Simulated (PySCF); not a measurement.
C3H6BrF, SMILES CC[C@H](F)Br.

Geometry optimised at B3LYP-D3(BJ)/def2-SVP. The structure was generated by enumeration; whether it is a known compound was not checked. One conformer was computed; it need not be the lowest.

Vertical ionisation energy (IE) and electron affinity (EA) in eV. Rows of orbital energies are one-electron estimates. Where ΔSCF, EOM or ADC give a negative EA the extra electron is unbound and the value depends on the basis.

| level | IE | EA |
|---|---|---|
| −ε(HOMO), −ε(LUMO), ωB97X/def2-TZVP (PySCF) | 10.51 | -2.00 |
| −ε(HOMO), −ε(LUMO), PBE/def2-TZVP (PySCF) | 6.77 | 1.26 |
